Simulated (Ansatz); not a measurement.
Ansatz (a first-principles code) job for CCl3, SMILES Cl[C-](Cl)Cl, charge -1, PBE/def2-SVPD. Coordinates come from a r2SCAN-D4/def2-SVPD optimisation.

Ansatz 0.2 input:
```yaml
crystal:
  periodic: [false, false, false]
  atoms:
    - {symbol: C, position_ang: [0.00000000, 0.00000000, -0.74379425]}
    - {symbol: Cl, position_ang: [1.50030369, -0.86620074, 0.08750521]}
    - {symbol: Cl, position_ang: [-0.00000000, 1.73240148, 0.08750521]}
    - {symbol: Cl, position_ang: [-1.50030369, -0.86620074, 0.08750521]}
basis:
  gaussian:
    orbitals: def2-SVPD
hamiltonian:
  xc: {name: PBE}
total_charge: -1
```

Output:

```
WARN ansatz: RAYON_NUM_THREADS=1 ignored (pool sized by the plan → 1); use --threads N
Functional definition: PBE
integrals: 0.05 GiB planned
997 factors; their error is unknown
mean field: 0.27 GiB planned
mean field evaluation 1: about -38575.7256 eV, gradient 1.9e1 eV
mean field evaluation 2: about -38575.1365 eV, gradient 2.4e1 eV
mean field evaluation 4: about -38576.7026 eV, gradient 3.2e0 eV
mean field evaluation 8: about -38576.6901 eV, gradient 1.9e-2 eV
mean field -38576.69005766 eV, -1417.6672113993 hartree, gradient 4.6e-5 eV, S^2 0.000000; 0 other end points of the search recorded, 0 dependent functions left out
reference -38576.69009378 eV, -1417.6672127266 hartree; 29, 29 occupied and 72, 72 virtual orbitals, 997 factors
Total energy: -38576.69009378 eV, -1417.6672127266 hartree
```

Self-consistency was reached.

Cost: roughly 0.8 core-seconds.
